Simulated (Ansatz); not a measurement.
The cluster Zr₄. Charge 0, multiplicity 1. Geometry r2SCAN-D4/def2-SVP, that of the charge +1 doublet.

```xyz
4

Zr    0.5759   -1.3991   -0.7790
Zr    0.7104    0.0809    1.5362
Zr   -1.6833   -0.0578    0.1402
Zr    0.3970    1.3761   -0.8973
```

In the def2 sets Zr takes a core potential; there is no spin–orbit coupling. A triplet lies near this restricted singlet, and broken spin symmetry wasn't tried. At PBE0-D4/def2-TZVP a triplet of charge 0 lies 0.90 eV below the restricted singlet at the same geometry. That triplet is doubtful there (⟨S²⟩ 3.35, where a pure state has 2.00). The structure comes from a short search, and lower isomers may exist.

(1) Estimate the orbital energies around the gap (eV) in Ansatz with PBE-D4/def2-TZVP, r2SCAN-D4/def2-TZVP, PBE0-D4/def2-TZVP.

Results:

(1) 
| orbital | PBE-D4/def2-TZVP | r2SCAN-D4/def2-TZVP | PBE0-D4/def2-TZVP |
| --- | --- | --- | --- |
| HOMO−5 | -4.29 | -4.49 | -5.14 |
| HOMO−4 | -4.27 | -4.47 | -5.14 |
| HOMO−3 | -4.25 | -4.43 | -5.08 |
| HOMO−2 | -3.45 | -3.53 | -3.99 |
| HOMO−1 | -3.39 | -3.47 | -3.94 |
| HOMO | -3.39 | -3.47 | -3.94 |
| LUMO | -3.27 | -3.23 | -2.54 |
| LUMO+1 | -3.21 | -3.18 | -2.49 |
| LUMO+2 | -2.41 | -2.35 | -1.83 |
| LUMO+3 | -2.36 | -2.30 | -1.79 |
| LUMO+4 | -2.35 | -2.29 | -1.77 |
| LUMO+5 | -1.91 | -1.95 | -1.39 |
